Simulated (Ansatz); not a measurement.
Ag4O3⁻, 7 atoms. Hardware: 4 threads of Arm Neoverse V1 on a shared host.

In the def2 sets Ag takes a core potential; there is no spin–orbit coupling. Correlated methods freeze 3 core orbitals; core or outer-core shells of Ag are correlated, in sets that lack core-valence functions.

Question: How many basis functions does each of these Ansatz runs have, and roughly what does it cost? PBE0-D4/def2-SVP, charge -1 doublet, energy with a search over starts; MP2/def2-TZVPD, charge -1 doublet, energy, from earlier orbitals; r2SCAN-D4/def2-TZVPD, charge -1 doublet, energy, from earlier orbitals; RPA@PBE/def2-TZVPD, charge -1 doublet, energy, from earlier orbitals; PBE-D4/def2-SVPD, charge -1 doublet, relaxation, 6 steps; PBE-D4/def2-TZVPD, charge -1 doublet, energy and forces, from earlier orbitals; HF/STO-3G, charge -1 doublet, energy; PBE0-D4/def2-TZVPD, charge -1 doublet, energy, from earlier orbitals; B3LYP-D4/def2-TZVPD, charge -1 doublet, energy, from earlier orbitals.

Answer: Other jobs shared the machine, so times can vary by a factor of up to 3.

| run | functions | fitting or Cholesky vectors | wall time | peak host memory (GiB) |
| --- | --- | --- | --- | --- |
| PBE-D4/def2-TZVPD, charge -1 doublet, energy and forces, from earlier orbitals | 280 | 1964 | 11 s | 0.57 |
| r2SCAN-D4/def2-TZVPD, charge -1 doublet, energy, from earlier orbitals | 280 | 1964 | 27 s | 0.73 |
| PBE0-D4/def2-SVP, charge -1 doublet, energy with a search over starts | 166 | 1690 | 30 s | 0.9 |
| RPA@PBE/def2-TZVPD, charge -1 doublet, energy, from earlier orbitals | 280 | 2295 | 37 s | 1.4 |
| HF/STO-3G, charge -1 doublet, energy | 123 | 1573 | 49 s | 2 |
| PBE-D4/def2-SVPD, charge -1 doublet, relaxation, 6 steps | 205 | 1675 | 70 s | 0.67 |
| B3LYP-D4/def2-TZVPD, charge -1 doublet, energy, from earlier orbitals | 280 | 1984 | 91 s | 1.5 |
| MP2/def2-TZVPD, charge -1 doublet, energy, from earlier orbitals | 280 | 2295 | 97 s | 1.7 |
| PBE0-D4/def2-TZVPD, charge -1 doublet, energy, from earlier orbitals | 280 | 2096 | 1.8 min | 1.5 |
